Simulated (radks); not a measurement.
The numbers below are computed, except where a source is named.
Species: the thallium ion Tl66+. Configuration: [Ne] 3s2 3p3. Code: a radial shooting solver on a logarithmic mesh with Libxc functionals. Model: scalar-relativistic Kohn-Sham, BLYP, spin-polarised, spherical densities, finite nucleus; open shells are filled with parallel spins first (spin-orbit coupling, left out, can overturn this in heavy ions); Fermi nuclear charge, rms radius 5.4759 fm.

Radial electron density D(r) = 4 pi r^2 rho(r):

| r (bohr) | D(r) (e/bohr) | spin D(r) |
|---|---|---|
| 0.001319 | 17.33 | 0.000634 |
| 0.001463 | 20.02 | 0.00112 |
| 0.001637 | 23.31 | 0.00192 |
| 0.001816 | 26.77 | 0.00301 |
| 0.002031 | 30.96 | 0.00475 |
| 0.002254 | 35.30 | 0.00710 |
| 0.002501 | 40.09 | 0.0105 |
| 0.002797 | 45.75 | 0.0157 |
| 0.003104 | 51.45 | 0.0226 |
| 0.003472 | 58.02 | 0.0332 |
| 0.003852 | 64.46 | 0.0472 |
| 0.004274 | 71.13 | 0.0667 |
| 0.004781 | 78.43 | 0.0961 |
| 0.005305 | 85.14 | 0.134 |
| 0.005934 | 92.07 | 0.191 |
| 0.006584 | 97.98 | 0.263 |
| 0.007306 | 103.1 | 0.361 |
| 0.008171 | 107.6 | 0.504 |
| 0.009067 | 110.4 | 0.680 |
| 0.01014 | 111.9 | 0.932 |
| 0.01125 | 111.8 | 1.24 |
| 0.01259 | 110.0 | 1.66 |
| 0.01397 | 107.2 | 2.15 |
| 0.0155 | 103.6 | 2.75 |
| 0.01733 | 99.63 | 3.52 |
| 0.01923 | 96.57 | 4.35 |
| 0.02151 | 94.87 | 5.34 |
| 0.02387 | 95.52 | 6.30 |
| 0.02649 | 98.75 | 7.23 |
| 0.02963 | 105.1 | 8.08 |
| 0.03287 | 113.1 | 8.59 |
| 0.03677 | 122.5 | 8.68 |
| 0.0408 | 130.2 | 8.22 |
| 0.04563 | 135.2 | 7.06 |
| 0.05063 | 134.8 | 5.43 |
| 0.05618 | 128.7 | 3.48 |
| 0.06284 | 115.9 | 1.45 |
| 0.06973 | 99.56 | 0.189 |
| 0.07799 | 80.30 | 0.168 |
| 0.08654 | 64.01 | 1.84 |
| 0.09603 | 51.78 | 5.24 |
| 0.1074 | 44.45 | 10.4 |
| 0.1192 | 42.39 | 15.6 |
| 0.1333 | 42.76 | 20.3 |
| 0.1479 | 42.66 | 22.6 |
| 0.1641 | 40.02 | 22.4 |
| 0.1836 | 33.71 | 19.4 |
| 0.2037 | 25.66 | 15.0 |
| 0.2278 | 16.67 | 9.88 |
| 0.2528 | 9.733 | 5.85 |
| 0.2828 | 4.636 | 2.84 |
| 0.3138 | 1.978 | 1.23 |
| 0.3482 | 0.7109 | 0.452 |
| 0.3894 | 0.1916 | 0.125 |
| 0.4321 | 0.04589 | 0.0306 |
| 0.4833 | 0.007684 | 0.00525 |
| 0.5363 | 0.001127 | 0.000792 |

D(r) has 3 maxima, at r = 0.0106, 0.0479, 0.140 bohr, and minima at 0.0220, 0.122 bohr, inside which lie 1.95, 10.70 electrons.
